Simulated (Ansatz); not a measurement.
`C[Te][SiH2]O` + H₂ → CH₄ + `O[SiH2][TeH]`  (hydrogenolysis of a C–Te bond)

Program: Ansatz. Geometries: PBE0-D4/def2-TZVP. ΔE: electronic, gas phase. CCSD(T)/CBS is the MP2 limit (def2-TZVPP, def2-QZVPP) plus CCSD(T) − MP2 in def2-TZVPP, frozen cores. This one scheme is used for every species. Functionals use def2-TZVPP. B3LYP here is the variant with VWN-RPA as its local correlation; programs differ in this. def2 core potentials past Kr. For Te outer-core shells are correlated without core-valence functions, which leaves a few kJ/mol of doubt a bond. One conformer a species, not always the lowest.

| level | ΔE (kJ/mol) |
| --- | --- |
| B2PLYP | -74.9 |
| PBE | -73.3 |
| B3LYP | -80.9 |
| CCSD(T)/def2-TZVPP | -70.2 |

Problem. What does CCSD(T)/CBS give? (An estimate is asked.)

Solution. The calculation gave: -65.1 kJ/mol. The listed levels differ from it by -9.8, -8.2, -15.8, -5.1 kJ/mol.

Largest T1 diagnostic among the species: 0.011.

In def2-TZVPP, CCSD(T) changes the Hartree–Fock value by +23.5 kJ/mol (the triples alone add +5.3 kJ/mol) and MP2 by +30.8 kJ/mol. The D4 term adds +10.0 kJ/mol with B3LYP and +5.5 kJ/mol with PBE0; it sums over pairs of atoms, weighted by their polarisabilities, and B3LYP, whose exchange is more repulsive, gets the larger term. From PBE to PBE0 (25 % exact exchange), in def2-TZVPP and without D4, ΔE moves by −4.2 kJ/mol.
